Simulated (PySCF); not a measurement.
CH6N2Si2, SMILES N1[SiH2][Si@H](C=1)N. Geometry optimised at B3LYP-D3(BJ)/def2-SVP. The structure was generated by enumeration; whether it is a known compound was not checked. One conformer was computed; it need not be the lowest.

The numbers are results of B3LYP-D3(BJ)/def2-SVP (PySCF 2.14.0), not measurements.

Harmonic wavenumbers (cm⁻¹): 106, 136, 216, 294, 323, 395, 439, 505, 626, 660, 690, 706, 730, 799, 869, 896, 923, 964, 1286, 1532, 1593, 2191, 2203, 2209, 2994, 3585, 3684. Rotational constants (GHz): 5.812, 2.306, 1.849; symmetry number 1.

### Question
Work out the zero-point energy and the ideal-gas rigid-rotor harmonic-oscillator thermochemistry at 298.15 K and 1 atm.

### Answer
ZPE = ½ Σ hcν = ½ × 31555 cm⁻¹ = 45.11 kcal/mol. H − E(el) = 50.28 kcal/mol. Entropy in cal/(mol K): translation 39.78, rotation 26.96, vibration 15.84, total 82.59. G − E(el) = 25.66 kcal/mol. Cp = 28.25 cal/(mol K). Modes under 150 cm⁻¹ make the vibrational entropy uncertain.
